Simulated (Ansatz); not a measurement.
Energy difference R1 + R2 → P1 + P2, each structure at its B3LYP-D3(BJ)/def2-TZVP stationary point, reached from a drawn start (curvature not checked).
R1: H7NSi2 (SMILES [SiH3]N[SiH3]), charge 0, multiplicity 1.
P1: SiH4 (SMILES [SiH4]), charge 0, multiplicity 1.
P2, H6NSi2 (SMILES [SiH3][N][SiH3]) (charge 0, multiplicity 2):
```
atom    x (Å)    y (Å)    z (Å)
----  -------  -------  -------
Si     1.5855  -0.2946   0.0981
N      0.0845   0.2075  -0.5767
Si    -1.5832   0.2800  -0.1594
H      2.3582  -1.0056  -0.9477
H      2.2956   0.9558   0.4727
H      1.4819  -1.1670   1.2961
H     -1.9790  -0.5392   1.0151
H     -2.3816  -0.1466  -1.3328
H     -1.8618   1.7096   0.1344
```
R2, H3Si (SMILES [SiH3]) (charge 0, multiplicity 2):
```xyz
4

Si    -0.002     0.000     0.341
H     -0.568     1.291    -0.118
H      1.404    -0.153    -0.106
H     -0.833    -1.139    -0.117
```

P less R. No zero-point or thermal terms; singlets are restricted closed shells; open shells are unrestricted.

Correlated levels freeze the cores.

Codes used: Ansatz (a program for electronic structure). All values are computed, each at the level named.

Total energies in hartree:

```csv
structure,PBE/def2-TZVPP,B3LYP/def2-TZVPP,CCSD(T)/cc-pV(T+d)Z
R1,-637.635002,-638.076588,-637.029134
P1,-291.721620,-291.917183,-291.440117
P2,-636.959591,-637.395729,-636.344077
R2,-291.076849,-291.263231,-290.788559
```

Q: Work out the reaction energy at each level in kJ/mol (1 hartree = 2625.49964 kJ/mol), and say how far PBE/def2-TZVPP lies from CCSD(T)/cc-pV(T+d)Z.

A: 
- PBE/def2-TZVPP: (-291.721620) + (-636.959591) − (-637.635002) − (-291.076849) = 0.030640 hartree = 80.4 kJ/mol
- B3LYP/def2-TZVPP: (-291.917183) + (-637.395729) − (-638.076588) − (-291.263231) = 0.026907 hartree = 70.6 kJ/mol
- CCSD(T)/cc-pV(T+d)Z: (-291.440117) + (-636.344077) − (-637.029134) − (-290.788559) = 0.033499 hartree = 88.0 kJ/mol
PBE/def2-TZVPP less CCSD(T)/cc-pV(T+d)Z: -7.6 kJ/mol. CCSD(T)/cc-pV(T+d)Z is the level counted from, the highest shown, and no exact or measured value.
